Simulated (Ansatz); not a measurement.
Cartesian coordinates (Å):
SMILES: [CH3][In]([CH3])[Cl]
```xyz
10

C     -2.0175    -0.1204     0.3686
In    -0.0066     0.2985    -0.2843
C      2.0223    -0.3353     0.0707
Cl    -0.0306     2.0246    -1.9429
H     -2.1747    -1.2008     0.4746
H     -2.7132     0.2952    -0.3686
H     -2.1865     0.3600     1.3414
H      2.6779     0.5372    -0.0316
H      2.2948    -1.0758    -0.6930
H      2.1341    -0.7831     1.0650
```
Charge 0, multiplicity 1.

Method: frozen-core CCSD(T)/def2-TZVPP // PBE-D3(BJ)/def2-TZVP (Ansatz, a program for electronic structure).

```
Quantity                        Value
----------------------  -------------
HF energy               -728.03559 Ha
MP2 correlation energy    -0.83877 Ha
```

**Question.** Estimate the CCSD correlation energy, the (T) correction, the total energy and the T1 diagnostic.

**Answer.** 
| Property | Result |
|---|---|
| CCSD correlation energy | -0.87528 Ha |
| (T) correction | -0.03274 Ha |
| CCSD(T) total energy | -728.94361 Ha |
| T1 diagnostic | 0.012 |
